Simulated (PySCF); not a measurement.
Trend along the second period: MF cations

PBE0 with triple-zeta basis sets in PySCF, for the lowest determinant that a PBE0 search found; no spin–orbit coupling. De refers to high-spin ground-configuration atoms (the charge goes to the atom of lower measured ionisation energy or higher electron affinity, which is not always the lowest computed limit). A positive dipole points towards F; it is taken about the centre of mass and depends on that origin.

| M | basis | charged atom | state (unpaired electrons) | Re (Å) | ωe (cm⁻¹) | De (eV) | μ (D) |
| --- | --- | --- | --- | --- | --- | --- | --- |
| Li | pcseg-2 | Li+ | doublet (π ↑) | 2.051 | 298 | 0.27 | -6.66 |
| Be | cc-pVTZ | Be+ | singlet (closed shell) | 1.315 | 1464 | 5.97 | -7.55 |
| B | cc-pVTZ | B+ | doublet (σ ↑) | 1.212 | 1710 | 5.63 | -3.39 |
| C | def2-TZVPPD | C+ | singlet (closed shell) | 1.153 | 1815 | 7.98 | -1.01 |
| F | def2-TZVPPD | F+ | doublet (π ↑) | 1.273 | 1302 | 3.50 | n/a |

By what factor does the well depth vary along the series?

At PBE0 it runs from 0.27 eV (LiF⁺) to 7.98 eV (CF⁺), a factor of 29.6.

The rows differ in basis set, which adds steps of its own.

The state changes along the series, so neighbouring rows are not always alike in their bonding.

Weak bonds: LiF⁺. Basis-set superposition, not corrected here, can be much of De in a small basis, most of all at correlated wavefunction levels. For an ion De counts to the pair picked by the measured ionisation energies or electron affinities, which need not be the lowest pair at this level. States were picked by a PBE0 search and need not be the measured ground states.
